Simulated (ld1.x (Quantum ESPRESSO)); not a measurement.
## What one change does to a pseudopotential (phosphorus (P), ultrasoft)

```
Element                 : phosphorus (P)
Generator               : ld1.x (Quantum ESPRESSO) 7.5
Type                    : ultrasoft
Functional              : PBE
Relativity              : scalar-relativistic
Frozen core             : [Ne]
Valence charge          : 5
Reference configuration : 3s2 3p3
Partial waves           : 3s (bound): rcut 1.20, rcutus 1.60 bohr; 3s channel at 0.2 Ry: rcut 1.20, rcutus 1.60 bohr; 3p (bound): rcut 1.00, rcutus 1.35 bohr; 3p channel at 0.2 Ry: rcut 1.00, rcutus 1.35 bohr; 3d channel at -0.05 Ry: rcut 1.20, rcutus 1.70 bohr
Local potential         : all-electron potential smoothed inside 1.35 bohr (lloc = -2)
Core correction         : none
Augmentation charge     : PSQ, inside the norm-conserving radii
```

All-electron outer shells of the reference configuration (PBE, scalar-relativistic, ld1.x):

| shell | level (eV) | outermost node (bohr) | outermost maximum (bohr) |
| --- | --- | --- | --- |
| 2s | -173.99 | 0.14 | 0.42 |
| 2p | -124.49 | – | 0.36 |
| 3s | -13.97 | 0.65 | 1.58 |
| 3p | -5.51 | 0.64 | 1.83 |

Change: non-relativistic; added wave 3d channel at 1.05 Ry: rcut 1.20, rcutus 1.70 bohr.

Cutoffs: the cutoffs (Ry, on a coarse ladder) from which the occupation-weighted sum of valence levels, in a spherical-Bessel basis at the reference potential, stays within 10 and 1 mRy of its value at 400 Ry; they do not see the model core or the augmentation charge, which bear on the density cutoff. Errors are all-electron minus pseudo energies relative to the spin-unpolarised reference configuration.

**Question.** Predict the effect on cutoff, ghosts and configuration errors.

**Answer.** The potential gets neither clearly harder nor softer (18 Ry and 30 Ry → 18 Ry and 30 Ry); of the 7 tests that both files solve, the error grows in 0 and shrinks in 5 by more than 15 % and 0.3 meV (median size 4.1 → 2.8 meV); neither file shows a bound ghost.

| quantity | base | changed |
| --- | --- | --- |
| cutoff, loose | 18 Ry | 18 Ry |
| cutoff, tight | 30 Ry | 30 Ry |
| bound ghosts | none | none |
| error for 3s2 3p2, meV [ΔE 9.73 → 9.74 eV] | -2.1 | -1.5 |
| error for 3s2 3p1, meV [ΔE 28.88 → 28.90 eV] | -9.0 | -7.4 |
| error for 3s2 3p0, meV [ΔE 58.62 → 58.65 eV] | -16 | -12 |
| error for 3s1 3p4, meV [ΔE 8.53 → 8.45 eV] | -2.1 | -1.2 |
| error for 3s1 3p0, meV [ΔE 110.62 → 110.53 eV] | +64 | +68 |
| error for 3s0 3p5, meV [ΔE 17.20 → 17.02 eV] | -4.1 | -2.8 |
| error for 3s2 3p3.3, meV [ΔE -1.31 eV] | 0.0 | 0.0 |
| s: phases at 1.84 bohr within 0.05 rad from the reference energy up to (Ry; the scan ends near 5) | to the end of the scan | to the end of the scan |
| p: phases at 1.84 bohr within 0.05 rad from the reference energy up to (Ry; the scan ends near 5) | 3.5 | 3.7 |
| d: phases at 1.84 bohr within 0.05 rad from the reference energy up to (Ry; the scan ends near 5) | to the end of the scan | to the end of the scan |
| lowest overlap eigenvalue by channel | s 0.47, p 0.79, d 1.00 | s 0.47, p 0.79, d 0.96 |
